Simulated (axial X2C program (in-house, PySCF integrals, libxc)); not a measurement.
## Photoelectron levels of SnS by EOM-IP-CCSD

Computed with an in-house all-electron X2C program for linear molecules (integrals from PySCF): two-component X2C with atomic mean-field Coulomb and Gaunt terms, Gaussian nuclei, basis Sn dyall-cv3z, S dyall-av3z with contracted cores.

R = 2.123 Å (0.960 times 2.212 Å, the PBE0 minimum at charge 0 for the lowest determinant).

Vertical ionisation energies of SnS to the states of SnS⁺:

```tsv
Ω of SnS⁺	vertical IE (eV)	above lowest (cm⁻¹)	ionised spinor	one-hole weight
1/2	9.600	0	33% S pσ, 29% Sn pσ, 16% S pπ	0.95
3/2	9.623	187	76% S pπ, 15% Sn pπ	0.94
1/2	9.743	1156	57% S pπ, 15% Sn pπ, 9% S pσ	0.94
1/2	13.964	35201	44% Sn sσ, 35% S pσ, 11% S sσ	0.83
```

(1) What is the splitting of the first π pair in the table, and is it regular or inverted?

This point took 18 s on 1 thread of Arm Neoverse V1, with other jobs on the host.

Reference electrons by ω block (each with its −ω partner): 1/2: 22, 3/2: 9, 5/2: 2. 20 electrons of SnS correlated (inner shells frozen), 82 natural virtual spinors (a truncated set); levels can be off by some tenths of an eV. Roots sought by Ω: (1/2: 4, 3/2: 3, 5/2: 1); the list ends where they run out and leaves out roots under 60 % one-particle weight. The solver can skip a root, and states that need a further excitation, which the method places far too high, are missing though they may lie low or lowest. T1 of the reference 0.017 (Lee–Taylor). Number of frozen shells: Sn 4 s, 3 p, 1 d; S 2 s, 1 p.

## Answers

(1) E(3/2) − E(1/2) = 187 − 1156 = -969 cm⁻¹ at EOM-IP-CCSD: inverted, Ω = 3/2 lower. Splittings at this level can be off by ten to twenty per cent.
